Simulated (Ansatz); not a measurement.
`N[SiH](O)O`. Total charge 0; spin multiplicity 1.

```xyz
9

N     0.604    0.264    1.072
Si    0.152   -0.167   -0.525
O    -0.556    1.149   -1.198
O    -0.782   -1.510   -0.415
H     0.942   -0.445    1.702
H     1.074    1.140    1.237
H     1.215   -0.537   -1.477
H    -1.192    1.625   -0.661
H    -1.456   -1.518    0.266
```

Problem. What are the harmonic wavenumbers in cm⁻¹ at PBE0-D4/def2-TZVP (Ansatz, finite differences of forces, unscaled)? (An estimate is asked.)

Solution. Computed: 184, 253, 270, 366, 376, 392, 464, 760, 779, 806, 816, 902, 903, 920, 985, 1584, 2281, 3599, 3691, 3915, 3918.

Problem. Is this a minimum?

Solution. Yes, all 21 modes are real.

Problem. Give the ideal-gas thermochemistry at 298.15 K and 1 bar (rigid rotor, harmonic oscillator; point group Cs, symmetry number 1).

Solution. Zero-point energy 168.5 kJ/mol; H(298) − E = 187.1 kJ/mol; entropy 313.6 J/(mol·K), of which translation 163.4, rotation 104.8, vibration 45.5; G(298) − E = 93.5 kJ/mol.

Problem. Rotational constants (cm⁻¹)?

Solution. 0.2314, 0.2123, 0.1288.
